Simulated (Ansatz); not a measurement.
Molecule: sum formula ZnO$_{2}$H$_{2}$, net charge 0, singlet state. 
Structure (B3LYP-D3(BJ)/def2-TZVP (Ansatz, a program for electronic structure) minimum search):
SMILES: [OH][Zn][OH]
```xyz
5

Zn    -0.0001     0.0083     0.0015
O      1.1532     0.1724    -1.3393
H      1.8905     0.7656    -1.1673
O     -1.1515    -0.3325     1.3103
H     -1.9018     0.2678     1.3544
```
Charge 0, spin multiplicity 1.

Total electronic energies in hartree. Correlated levels leave the core frozen unless marked. Spin-orbit coupling is left out. Frozen are the shells of the preceding noble gas and the d and f shells that filled before the atom's block. No relativistic terms. CBS marks a two-point X^-3 extrapolation of the correlation energy; Hartree-Fock from the larger set. The bracket is a focal-point correction in the basis named.

```tsv
level	program	energy (Eh)
RI-HF/def2-QZVPP	Ansatz	-1928.84234
RI-HF/def2-QZVPPD	Ansatz	-1928.84265
r2SCAN-D3(BJ)/def2-TZVPD	Ansatz + dftd3	-1931.06657
PBE0/def2-TZVP	Ansatz	-1930.73691
BHLYP-D3(BJ)/def2-TZVPD	Ansatz + dftd3	-1931.03452
CAM-B3LYP-D3(BJ)/def2-TZVPD	Ansatz + dftd3	-1931.22269
B2GP-PLYP-D3(BJ)/def2-TZVPD	Ansatz + dftd3	-1930.61160
MP2/def2-SVP	Ansatz	-1929.02922
RI-MP2/CBS(def2-TZVPPD,def2-QZVPPD)+[CCSD(T)-MP2]/def2-TZVPPD	Ansatz	-1929.9609
```

Totals of different functionals don't rank their quality; only differences between species are comparable.
